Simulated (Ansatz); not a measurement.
CH₆AlNO, relaxed with RKS PBE-D4/def2-SVP in Ansatz 0.2.0 from a rough embedded geometry. The force threshold is 0.03 eV/Å; the program also tests the step.

Total charge 0; spin multiplicity 1. The bonds changed during the relaxation, so this is another structure than the one it started from.

Start:

```xyz
10

N     0.736    0.108    1.299
C     0.446    0.307   -0.166
O     1.314   -0.474   -0.911
Al   -1.428   -0.227   -0.615
H     0.014    0.752    1.806
H     0.450   -0.873    1.525
H     0.600    1.353   -0.416
H     2.225   -0.138   -0.733
H    -1.909   -0.089   -2.218
H    -2.448   -0.718    0.428
```

```tsv
step	energy (eV)	largest force (eV/Å)	largest move (Å)
1	-11252.4393	1.718	0.000
2	-11252.6884	0.897	0.150
3	-11252.7403	0.426	0.078
4	-11252.7752	0.310	0.144
5	-11252.8057	0.851	0.195
6	-11252.8555	0.810	0.195
7	-11252.9562	0.952	0.195
8	-11253.1039	0.909	0.195
9	-11253.2088	1.027	0.195
10	-11253.2671	0.687	0.200
11	-11253.3202	1.094	0.180
13 (rejected)	-11253.3637	2.381	0.100
15	-11253.5005	0.467	0.100
17	-11253.5893	0.986	0.056
19	-11253.7295	0.887	0.158
21	-11253.7849	0.462	0.112
23	-11253.8027	0.164	0.104
25	-11253.8118	0.478	0.187
27	-11253.8341	0.463	0.195
29	-11253.8459	0.134	0.097
31	-11253.8528	0.262	0.107
33	-11253.8574	0.134	0.114
35	-11253.8639	0.075	0.047
37	-11253.8665	0.094	0.063
39	-11253.8669	0.072	0.030
41	-11253.8672	0.025	0.007
```

End:

```xyz
10

N     0.105    0.698    1.589
C     0.350    0.920    0.330
O     0.619   -1.121   -2.152
Al   -0.480   -0.516   -0.933
H     0.296    1.345    2.369
H    -0.359   -0.211    1.803
H     0.840    1.901    0.146
H     1.173   -1.895   -1.976
H    -1.700    0.370   -1.533
H    -0.844   -1.491    0.357
```

Run time 70 s (2 threads of an Arm Neoverse V1 on a shared host); peak host memory 0.15 GiB.
